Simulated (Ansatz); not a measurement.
A structure relaxed at PBE0-D4/def2-TZVP, charge 0, multiplicity 1:

Cartesian coordinates in Å:
```
N -1.444 -1.253 0.338
B -0.492 -0.469 -0.313
Si -1.142 0.940 -1.618
C 1.033 -0.661 -0.001
Si 1.561 0.446 1.422
H -2.435 -1.148 0.204
H -1.205 -1.977 0.999
H -0.664 0.643 -3.000
H -2.633 1.014 -1.669
H -0.636 2.299 -1.271
H 1.668 -0.401 -0.854
H 1.274 -1.690 0.293
H 1.229 1.869 1.142
H 3.027 0.346 1.659
H 0.858 0.041 2.670
```

Give its formula and SMILES.

CH10BNSi2, `NB([SiH3])C[SiH3]`.

Point group (tolerance 0.08 Å, 0.16 Å for H)?

C1.

Summarise the bond lengths by kind.

1 × B–N 1.394 Å; 2 × H–N 1.006 to 1.009 Å; 1 × B–Si 2.027 Å; 1 × B–C 1.569 Å; 6 × H–Si 1.487 to 1.494 Å; 1 × C–Si 1.879 Å; 2 × C–H 1.094 to 1.097 Å.

All numbers were calculated with Ansatz.
